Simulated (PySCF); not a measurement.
Spin states of ZnGe⁺

Unrestricted PBE0; PySCF, no relativity, basis sets Zn pcseg-1, Ge pcseg-1. Outer shells of the fragments: Zn 3d10 4s2; Ge+ 3d10 4s2 4p1.

Followed along the bond (rough minima from three points):

```
2Ms+1   unpaired  ⟨S²⟩ at the start  R at minimum (Å)  Te (eV)
    2        π ↑               0.76              2.61     0.00
    4  σ ↑, π ↑↑               3.75              2.36     2.00
    2        σ ↑               0.75  none in the scan   ≤ 1.04
```

Solutions found at the starting distance of 2.450 Å, counted from the lowest of them; the search is not exhaustive and high or unbound solutions are not listed, so other states can lie among these:

```tsv
2Ms+1	unpaired	term	E (eV)	⟨S²⟩	⟨Lz²⟩	μ (D)
2	π ↑	²Π	0.00	0.76	1.00	-1.93
2	σ ↑	²Σ⁺	1.35	0.75	0.00	1.66
4	σ ↑, π ↑↑	⁴Σ⁻	1.97	3.75	0.00	-3.96
4	σ ↑↑, π ↑	⁴Π	2.36	3.75	1.00	-0.18
2	σ ↓, π ↑↑	mixed	2.47	1.76	0.00	-3.94
2	σ ↑, π ↑↓	mixed	2.52	1.76	2.01	-3.90
2	σ ↑	mixed	3.36	0.76	2.00	-3.75
4	σ ↑, π ↑↑	mixed	6.54	3.76	2.01	-0.49
2	π ↑	²Π	7.02	0.77	1.01	-6.09
```

A term symbol is given only where ⟨S²⟩ and ⟨Lz²⟩ are close to those of a pure state; real π, δ and φ orbitals otherwise mix terms. A positive dipole points towards Ge; it is taken about the centre of mass and depends on that origin.

Spin–orbit coupling is left out. Counting both spins, an empty level lies below a filled one in some of these solutions, because spin and occupation are held.
